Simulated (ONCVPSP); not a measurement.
**tellurium: excitation energies, all-electron against ONCV**

ONCVPSP 4.0.1 input, shortened (lines: element, Z, core and valence counts, functional; n l f; lmax; l rc ep ncon nbas qcut; lloc lpopt rc5 dvloc0; l nproj debl; icmod fcfact rcfact), LDA (Perdew-Wang 92), scalar-relativistic:

```
  Te 52.00    6    5  -001012      upf
    1    0    2.00
    2    0    2.00
    2    1    6.00
    3    0    2.00
    3    1    6.00
    3    2   10.00
    4    0    2.00
    4    1    6.00
    4    2   10.00
    5    0    2.00
    5    1    4.00
    2
    0    1.25    0.00    4    7    8.60
    1    1.40    0.00    4    7    8.00
    2    1.40    0.00    3    7   13.30
    4    5    0.90    2.00
    0    2    2.60
    1    2    0.90
    2    2    3.80
    4    0.70    0.00
```

Energies are relative to the spin-unpolarised reference configuration 4s2 4p6 4d10 5s2 5p4; without spin polarisation the order of configurations can differ from experiment.

| valence configuration | charge | ΔE all-electron (eV) | error AE − PS (meV) |
| --- | --- | --- | --- |
| 4s2 4p6 4d10 5s2 5p2 | +2 | 28.078 | -6.6 |
| 4s2 4p6 4d10 5s2 5p1 | +3 | 55.305 | -14 |
| 4s2 4p6 4d9 5s2 5p5 | 0 | 38.161 | +7.9 |

(1) What are ΔE and the potential's error for 4s2 4p6 4d10 5s2 5p3?

Levels in the configuration 4s2 4p6 4d9 5s2 5p5:

```json
{"level": "4s", "all-electron (eV)": "-171.350", "pseudo (eV)": "-171.323"}
{"level": "4p", "all-electron (eV)": "-121.233", "pseudo (eV)": "-121.216"}
{"level": "4d", "all-electron (eV)": "-47.922", "pseudo (eV)": "-47.879"}
{"level": "5s", "all-electron (eV)": "-17.183", "pseudo (eV)": "-17.180"}
{"level": "5p", "all-electron (eV)": "-7.159", "pseudo (eV)": "-7.159"}
```

Results:

(1) ΔE = 9.910 eV all-electron; the error (AE − PS) is -2.2 meV.
